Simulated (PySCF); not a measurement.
Fill in the blanks.

Compound: C₆H₁₀O₂.
Cartesian coordinates in Å at the GFN2-xTB level; atoms count from 1:
```
atom  x, y, z in Å
C1    -1.799    1.213   -0.793
C2    -1.108   -0.088   -0.411
C3    -1.708   -0.692    0.857
O4     0.270    0.220   -0.199
C5     1.144   -0.781   -0.273
C6     2.447   -0.651    0.028
C7     3.032    0.589    0.497
O8     4.201    0.753    0.759
H9    -1.357    1.623   -1.697
H10   -1.683    1.937    0.009
H11   -2.857    1.036   -0.962
H12   -1.187   -0.811   -1.237
H13   -2.758   -0.918    0.700
H14   -1.188   -1.610    1.127
H15   -1.615    0.013    1.679
H16    0.755   -1.738   -0.618
H17    3.102   -1.500   -0.082
H18    2.301    1.412    0.604
```

```tsv
property	level	value
point group of the GFN2-xTB geometry	GFN2-xTB	C1
rotational constants A, B, C of the GFN2-xTB geometry	GFN2-xTB	?
dipole moment	PBE0/def2-SVPD	6.34 D
HOMO energy	PBE0/def2-SVPD	-7.01 eV
LUMO energy	PBE0/def2-SVPD	-1.39 eV
lowest singlet excitation	TDDFT PBE0/def2-SVPD	?
strongest line among the 6 lowest singlet transitions	TDDFT PBE0/def2-SVPD	S2 at 5.31 eV (233 nm, f = 0.442)
lowest triplet excitation (Tamm–Dancoff)	TDA PBE0/def2-SVPD	3.12 eV
static isotropic polarisability	PBE0/def2-SVPD	?
electronic spatial extent ⟨r²⟩ about the centre of nuclear charge	PBE0/def2-SVPD	1435 bohr²
13C chemical shifts (computed TMS as zero) by class	GIAO PBE0/pcSseg-1	190.7 (C7), 167.8 (C5), 115.3 (C6), 80.7 (C2), 24.9 (C1/C3) ppm
1H chemical shifts (computed TMS as zero) by class	GIAO PBE0/pcSseg-1	10.43 (H18), 7.06 (H16), 5.21 (H17), 4.00 (H12), 1.38 (H9/H10/H11/H13/H14/H15) ppm
isotropic shieldings of nuclei other than C and H, by class	GIAO PBE0/pcSseg-1	-338 (O8), 169 (O4) ppm
```

Gas-phase values; electronic properties from PySCF, density fitting. Geometry: GFN2-xTB, one conformer, isolated molecule. NMR classes are plain means over equivalent atoms (diastereotopic ones count apart unless rotation or inversion swaps them), as if these changed places fast; in this geometry the members of some classes differ.

Problem. What is the lowest singlet excitation?

Solution. 3.65 eV (339 nm, f = 0.000).

Problem. What is the static isotropic polarisability?

Solution. 86.5 au.

Problem. The rotational constants A, B, C of the GFN2-xTB geometry?

Solution. 4.992, 0.868, 0.813 GHz.

The rotational constants make it an asymmetric top with κ = (2B − A − C)/(A − C) = -0.97, nearer the prolate limit (−1). The 6 singlets span 3.65 to 7.07 eV, and their oscillator strengths add up to 0.46. With B = h/(8π²I), that is 505.379 GHz u Å² over I, the principal moments of inertia are 101.2, 582.2 and 621.3 u Å² (most abundant isotopes); the inertial defect Ic − Ia − Ib is -62.1 u Å² (zero for a rigid planar frame, negative otherwise).
